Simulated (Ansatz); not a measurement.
BH9OSi3 can be A, `B[SiH]([SiH3])O[SiH3]`, or B, `O[SiH2]B([SiH3])[SiH3]`.

Isolated molecules relaxed with PBE0-D4/def2-TZVP in Ansatz; ΔE leaves out vibrations. CCSD(T)/CBS is the MP2 limit (def2-TZVPP, def2-QZVPP) plus CCSD(T) − MP2 in def2-TZVPP, frozen cores. Functionals use def2-TZVPP. B3LYP here is the variant with VWN-RPA as its local correlation; programs differ in this. One conformer a species, not always the lowest.

A:

Z-matrix (Å, degrees):
```
Si
Si 1 2.362
O 1 1.647 2 110.7
B 1 1.986 2 105.6 3 -124.1
H 1 1.495 2 106.0 3 118.2
H 2 1.488 1 111.5 3 67.4
H 2 1.488 1 109.4 3 -172.3
H 2 1.489 1 110.1 3 -52.7
Si 3 1.635 1 143.5 2 52.2
H 4 1.195 1 123.7 2 110.1
H 4 1.197 1 118.1 2 -65.3
H 9 1.488 3 110.1 1 -59.9
H 9 1.487 3 110.4 1 60.3
H 9 1.483 3 108.2 1 -179.7
```

B:

Z-matrix (Å, degrees):
```
Si
B 1 1.994
O 1 1.653 2 116.6
H 1 1.499 2 104.2 3 123.1
H 1 1.486 2 111.5 3 -120.5
Si 2 2.001 1 120.0 3 174.3
Si 2 1.999 1 121.1 3 -7.4
H 3 0.958 1 117.4 2 46.6
H 6 1.490 2 111.8 1 -141.8
H 6 1.494 2 105.0 1 101.6
H 6 1.488 2 115.3 1 -17.3
H 7 1.488 2 115.4 1 -154.6
H 7 1.495 2 103.7 1 87.1
H 7 1.492 2 113.4 1 -29.1
```

Task: Which is lower in electronic energy at CCSD(T)/CBS, and by how much? (An estimate is asked.)

Result: Ansatz gave: A, by 26.9 kcal/mol.

Task: Give E(B) − E(A) in kcal/mol with ωB97M-V, CCSD/def2-TZVPP, MP2/def2-TZVPP, PBE0-D4, PBE-D4, B3LYP, r2SCAN-D4. (An estimate is asked.)

Result: Computed: ωB97M-V 26.8, CCSD/def2-TZVPP 27.7, MP2/def2-TZVPP 28.3, PBE0-D4 23.8, PBE-D4 21.7, B3LYP 27.9, r2SCAN-D4 25.3. None reverses the order clearly.

Largest T1 diagnostic: 0.014.

In def2-TZVPP, CCSD(T) changes the Hartree–Fock value by −7.2 kcal/mol (the triples alone add −1.0 kcal/mol) and MP2 by −5.6 kcal/mol. From PBE to PBE0 (25 % exact exchange), in def2-TZVPP and without D4, E(B) − E(A) moves by +2.1 kcal/mol.
